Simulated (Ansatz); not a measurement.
Relaxation of Be₁₀O₁₀ (started as a model of: (BeO)10 cage of four- and six-membered rings) with RKS PBE-D4/def2-SVP.

```sh
$ ansatz run in.yaml --threads 4 --pin off --events-out ev --progress --plain --max-ram 6963MiB
```

```yaml
crystal:
  periodic: [false, false, false]
  atoms:
    - {symbol: Be, position_ang: [0.000450, -0.000320, 3.375310]}
    - {symbol: O, position_ang: [-0.401390, 1.348040, 2.647950]}
    - {symbol: Be, position_ang: [0.936580, 0.989850, 1.861540]}
    - {symbol: O, position_ang: [1.369320, -0.325870, 2.648380]}
    - {symbol: Be, position_ang: [0.389890, -1.304950, 1.861880]}
    - {symbol: O, position_ang: [-0.966200, -1.022430, 2.648430]}
    - {symbol: Be, position_ang: [-1.324720, 0.315560, 1.861860]}
    - {symbol: O, position_ang: [-1.467580, 0.350410, 0.352630]}
    - {symbol: Be, position_ang: [-0.372720, 1.252590, -0.332740]}
    - {symbol: O, position_ang: [1.037420, 1.096910, 0.352110]}
    - {symbol: Be, position_ang: [1.270680, -0.302420, -0.333010]}
    - {symbol: O, position_ang: [0.430820, -1.445260, 0.352690]}
    - {symbol: Be, position_ang: [-0.898700, -0.949490, -0.331810]}
    - {symbol: O, position_ang: [-1.067710, -1.127770, -1.830540]}
    - {symbol: Be, position_ang: [-1.112880, 0.265360, -2.590650]}
    - {symbol: O, position_ang: [-0.442950, 1.487980, -1.831520]}
    - {symbol: O, position_ang: [1.509560, -0.360790, -1.831680]}
    - {symbol: Be, position_ang: [0.325350, -1.096790, -2.591140]}
    - {symbol: O, position_ang: [-0.001050, -0.000650, -3.697950]}
    - {symbol: Be, position_ang: [0.785810, 0.830050, -2.591740]}
basis:
  gaussian: {orbitals: def2-SVP}
hamiltonian: {xc: pbe, dispersion: d4}
scf: {lower_state_search: "off"}
output: {orbitals: {seedname: orbitals}}
relax: {f_tol: 0.03, max_steps: 70}
```

Run time 32 s (4 threads of Arm Neoverse V1 on a shared host).

Positions (Å) and forces (eV/Å) at steps 1, 2, 3, 4, 5, 6 of 6:

```xyz
20
step=1 energy=-24469.5807 eV
Be    0.000    0.000    3.375    0.002    0.007    0.651
O    -0.401    1.348    2.648   -0.251    0.846    0.388
Be    0.937    0.990    1.862    0.546    0.580    0.120
O     1.369   -0.326    2.648    0.857   -0.205    0.382
Be    0.390   -1.305    1.862    0.226   -0.769    0.119
O    -0.966   -1.022    2.648   -0.605   -0.641    0.383
Be   -1.325    0.316    1.862   -0.774    0.187    0.120
O    -1.468    0.350    0.353   -0.624    0.148   -0.447
Be   -0.373    1.253   -0.333   -0.382    1.274    0.509
O     1.037    1.097    0.352    0.440    0.465   -0.446
Be    1.271   -0.302   -0.333    1.294   -0.311    0.507
O     0.431   -1.445    0.353    0.181   -0.620   -0.449
Be   -0.899   -0.949   -0.332   -0.908   -0.960    0.506
O    -1.068   -1.128   -1.831   -0.554   -0.587   -0.360
Be   -1.113    0.265   -2.591   -1.218    0.289   -0.276
O    -0.443    1.488   -1.832   -0.229    0.772   -0.358
O     1.510   -0.361   -1.832    0.785   -0.187   -0.357
Be    0.325   -1.097   -2.591    0.358   -1.196   -0.274
O    -0.001   -0.001   -3.698   -0.001   -0.001   -0.441
Be    0.786    0.830   -2.592    0.858    0.909   -0.277
20
step=2 energy=-24470.0688 eV
Be    0.001    0.000    3.378    0.001    0.003    0.319
O    -0.405    1.360    2.653   -0.141    0.477    0.260
Be    0.956    1.010    1.866    0.344    0.365    0.012
O     1.381   -0.329    2.652    0.484   -0.114    0.257
Be    0.398   -1.332    1.866    0.140   -0.483    0.013
O    -0.975   -1.031    2.653   -0.342   -0.362    0.257
Be   -1.352    0.322    1.866   -0.486    0.116    0.011
O    -1.481    0.353    0.339   -0.465    0.111   -0.096
Be   -0.390    1.311   -0.321   -0.119    0.394    0.128
O     1.047    1.107    0.339    0.328    0.347   -0.095
Be    1.330   -0.317   -0.322    0.401   -0.096    0.126
O     0.435   -1.459    0.339    0.136   -0.460   -0.098
Be   -0.940   -0.993   -0.321   -0.281   -0.298    0.127
O    -1.086   -1.148   -1.842   -0.358   -0.379   -0.151
Be   -1.134    0.270   -2.590   -0.545    0.128   -0.132
O    -0.451    1.514   -1.843   -0.148    0.499   -0.150
O     1.536   -0.367   -1.843    0.506   -0.121   -0.151
Be    0.332   -1.118   -2.590    0.161   -0.535   -0.131
O    -0.001   -0.001   -3.688    0.000    0.000   -0.373
Be    0.801    0.846   -2.591    0.383    0.408   -0.132
20
step=3 energy=-24470.2407 eV
Be    0.001    0.000    3.382    0.002   -0.001   -0.038
O    -0.410    1.380    2.681    0.009   -0.037   -0.110
Be    0.994    1.050    1.882   -0.331   -0.353    0.060
O     1.401   -0.334    2.681   -0.039    0.010   -0.109
Be    0.413   -1.385    1.882   -0.136    0.465    0.060
O    -0.989   -1.045    2.681    0.026    0.029   -0.110
Be   -1.405    0.335    1.882    0.470   -0.112    0.062
O    -1.514    0.361    0.339    0.034   -0.009   -0.103
Be   -0.400    1.344   -0.322    0.030   -0.095    0.155
O     1.070    1.131    0.338   -0.025   -0.026   -0.104
Be    1.363   -0.325   -0.322   -0.098    0.023    0.158
O     0.444   -1.492    0.339   -0.009    0.035   -0.103
Be   -0.964   -1.019   -0.322    0.069    0.072    0.155
O    -1.109   -1.172   -1.862    0.021    0.024   -0.053
Be   -1.155    0.275   -2.609    0.017   -0.004    0.064
O    -0.461    1.546   -1.862    0.009   -0.031   -0.053
O     1.568   -0.374   -1.862   -0.031    0.007   -0.054
Be    0.338   -1.138   -2.610   -0.005    0.016    0.064
O    -0.001    0.000   -3.705    0.000    0.000   -0.006
Be    0.815    0.862   -2.610   -0.011   -0.013    0.064
20
step=4 energy=-24470.2670 eV
Be    0.001    0.000    3.386    0.000    0.000    0.105
O    -0.410    1.378    2.677    0.008   -0.027   -0.047
Be    0.974    1.030    1.876   -0.033   -0.035   -0.011
O     1.399   -0.333    2.676   -0.028    0.007   -0.047
Be    0.405   -1.358    1.877   -0.014    0.046   -0.011
O    -0.987   -1.044    2.677    0.020    0.020   -0.047
Be   -1.377    0.329    1.877    0.046   -0.011   -0.010
O    -1.509    0.360    0.336   -0.001    0.000   -0.009
Be   -0.399    1.339   -0.320   -0.001    0.006    0.029
O     1.066    1.127    0.336    0.001    0.001   -0.009
Be    1.358   -0.324   -0.320    0.006   -0.002    0.030
O     0.443   -1.487    0.336    0.001   -0.001   -0.009
Be   -0.960   -1.015   -0.319   -0.004   -0.004    0.029
O    -1.108   -1.171   -1.859   -0.005   -0.005   -0.008
Be   -1.153    0.275   -2.604   -0.015    0.004    0.009
O    -0.460    1.544   -1.860   -0.002    0.007   -0.008
O     1.567   -0.374   -1.860    0.007   -0.002   -0.008
Be    0.338   -1.136   -2.605    0.005   -0.015    0.009
O    -0.001    0.000   -3.702    0.000    0.000    0.003
Be    0.814    0.861   -2.605    0.011    0.011    0.009
20
step=5 energy=-24470.2665 eV rejected
Be    0.001    0.000    3.401    0.000    0.000   -0.155
O    -0.408    1.373    2.671   -0.019    0.064    0.031
Be    0.969    1.024    1.871    0.010    0.011    0.021
O     1.394   -0.332    2.671    0.066   -0.016    0.029
Be    0.403   -1.351    1.871    0.004   -0.014    0.021
O    -0.984   -1.040    2.671   -0.046   -0.048    0.031
Be   -1.371    0.327    1.871   -0.014    0.003    0.020
O    -1.510    0.360    0.332    0.015   -0.003    0.032
Be   -0.400    1.342   -0.318    0.003   -0.013   -0.029
O     1.068    1.128    0.331   -0.010   -0.011    0.032
Be    1.361   -0.325   -0.318   -0.013    0.003   -0.029
O     0.443   -1.489    0.331   -0.004    0.015    0.032
Be   -0.962   -1.017   -0.318    0.009    0.010   -0.029
O    -1.110   -1.173   -1.858    0.000   -0.001    0.019
Be   -1.155    0.275   -2.599    0.021   -0.005   -0.016
O    -0.461    1.547   -1.859    0.000    0.001    0.019
O     1.570   -0.375   -1.859    0.001    0.000    0.019
Be    0.338   -1.138   -2.599   -0.006    0.021   -0.016
O    -0.001    0.000   -3.695    0.000    0.000   -0.014
Be    0.815    0.862   -2.599   -0.015   -0.016   -0.016
20
step=6 energy=-24470.2681 eV
Be    0.001    0.000    3.392    0.000    0.000   -0.003
O    -0.409    1.376    2.673    0.001   -0.003    0.002
Be    0.971    1.026    1.874    0.000    0.000   -0.003
O     1.397   -0.333    2.673   -0.002    0.001    0.001
Be    0.404   -1.354    1.874    0.000    0.000   -0.003
O    -0.986   -1.043    2.674    0.002    0.002    0.002
Be   -1.373    0.328    1.874    0.000    0.000   -0.003
O    -1.509    0.360    0.335    0.001    0.000   -0.001
Be   -0.399    1.340   -0.319   -0.001    0.002    0.003
O     1.066    1.127    0.334   -0.001   -0.001    0.000
Be    1.359   -0.324   -0.319    0.002   -0.001    0.004
O     0.443   -1.487    0.334    0.000    0.001    0.000
Be   -0.961   -1.016   -0.318   -0.002   -0.002    0.003
O    -1.109   -1.172   -1.858    0.000   -0.001   -0.002
Be   -1.154    0.275   -2.602    0.002   -0.001    0.001
O    -0.461    1.545   -1.859    0.000    0.001   -0.002
O     1.568   -0.374   -1.859    0.001    0.000   -0.002
Be    0.338   -1.137   -2.602   -0.001    0.002    0.001
O    -0.001    0.000   -3.699    0.000    0.000    0.000
Be    0.814    0.861   -2.602   -0.002   -0.002    0.001
```
